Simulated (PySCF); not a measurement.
## Structure elucidation problem

Molecular formula: C₇H₇NOSi. Simulated spectra:

¹H NMR (600 MHz, computed): δ 11.91 (d, 1H), 6.90 (d, 1H), 6.12 (m, 1H), 4.51 (m, 1H), 2.32 (s, 3H).

¹³C{¹H} NMR (computed): δ 238.0 (CH), 145.3 (CH), 130.8 (CH), 122.3 (C), 108.4 (C), 86.5 (C), 6.2 (CH3).

- structure optimised with GFN2-xTB
- PBE0/pcSseg-1 with gauge-including orbitals
- run in PySCF
- non-relativistic, gas phase, rapidly exchanging positions averaged, a single conformation

Scale: ¹H and ¹³C against TMS (reference shieldings calculated alike).

**Question.** What is the structure?

**Answer.** 
The formula gives 6 degrees of unsaturation (no ring in the answer). 7 carbon signals for 7 carbons: no two carbons are equivalent. Carbon types of the structure: 3 × C, 3 × CH, 1 × CH3, leaving 1 H on heteroatoms. δC 238.0: carbonyl carbon. δC 145.3, 130.8: alkene CH; an sp2 carbon of a C=C bond. δC 122.3: nitrile carbon; this is the usual window of a C≡N carbon, which has no attached hydrogen. δC 108.4, 86.5: alkyne carbon. δC 6.2: propargylic methyl carbon; aliphatic region, no heteroatom directly attached. δH 11.91: hydrogen on a carbonyl carbon. δH 6.90, 6.12: hydrogen on an alkene CH; olefinic region.

These data were computed for SMILES CC#C/C=C/[Si@@H](C#N)C=O.

This is the structure that produced the data.

Shifts are as computed. Against solution values, carbons near 30 ppm lie about +3 ppm off and those near 130 ppm about +5 ppm. Of 1309 compounds with measured shifts, 239 miss one by over three times the rms of a fit or turn the order of signals round; such compounds aren't used in these exercises. Multiplicities follow the n + 1 count of equivalent neighbours, as no J values were calculated; m marks all less simple cases, F and P coupling included.
